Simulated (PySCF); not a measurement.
# Eu(OH)3: one run

Eu(OH)3 (singlet in the valence; each metal's 4f electrons, 6 of them, lie in its core potential, out of spins and levels). PySCF 2.14.0, RKS PBE, Eu lcecp-1-SVP with ECP52, O def2-SVP, H def2-SVP; non-relativistic Hamiltonian with scalar-relativistic core potentials where named; density fitting; no spin-orbit coupling. Purpose: finer grid at the relaxed geometry.

```python
mol = gto.M(atom='''
Eu    -0.00000     0.00000    -0.14732
O      2.07638     0.00001     0.09180
H      3.02200     0.00002     0.29520
O     -1.03820     1.79820     0.09180
H     -1.51102     2.61712     0.29520
O     -1.03818    -1.79821     0.09180
H     -1.51099    -2.61714     0.29520''',
    basis={'Eu': 'lcecp-1-SVP', 'O': 'def2-SVP', 'H': 'def2-SVP'},
    ecp={'Eu': 'lcecp-1-SVP'},
    charge=0, spin=0)
mf = dft.RKS(mol, xc='PBE')
mf.grids.atom_grid = (75, 302)  # f atoms: unpruned, at least (60, 302)
mf = mf.density_fit()  # fitting sets: Eu AutoAux, O def2-universal-JKFIT, H def2-universal-JKFIT
mf.conv_tol = 1e-09; mf.max_cycle = 55
mf.kernel(dm0)  # dm0: converged density of the relaxed state
mf.nuc_grad_method().kernel()
```

Run from Python with OMP_NUM_THREADS=2; the lines above give its settings. Where DIIS fails, smearing, a level shift and second-order steps follow.
It took 13 s on 2 threads of AMD EPYC 7R43 64-Core Processor (Zen 3) (shared host), with gradient, populations and further properties, from an already converged density.

**Question.** Where do the frontier levels lie, over both spins?

**Answer.** HOMO -5.85 eV, LUMO -2.00 eV. The 4f levels lie in the core potential and are missing.

**Question.** What are the Mulliken charges and spins?

**Answer.** 
```json
{"atom": "Eu1", "charge (e)": "0.869", "spin (e)": "0.000"}
{"atom": "O2", "charge (e)": "-0.455", "spin (e)": "0.000"}
{"atom": "H3", "charge (e)": "0.165", "spin (e)": "0.000"}
{"atom": "O4", "charge (e)": "-0.455", "spin (e)": "0.000"}
{"atom": "H5", "charge (e)": "0.165", "spin (e)": "0.000"}
{"atom": "O6", "charge (e)": "-0.455", "spin (e)": "0.000"}
{"atom": "H7", "charge (e)": "0.165", "spin (e)": "0.000"}
```
The spin of the 4f electrons in the core isn't counted.

**Question.** What forces act on the atoms (eV/Å)?

**Answer.** 
```
Eu   0.01  0.00 -0.01
O    0.02  0.00  0.01
H   -0.02  0.00 -0.01
O   -0.01  0.01  0.01
H    0.01 -0.01 -0.01
O   -0.01 -0.01  0.01
H    0.01  0.01 -0.01
```
Forces carry noise of the integration grid, about 0.01 to 0.03 eV/Å.

An lcecp potential fixes the number of 4f electrons, so in runs with it no electron can move into or out of that shell.
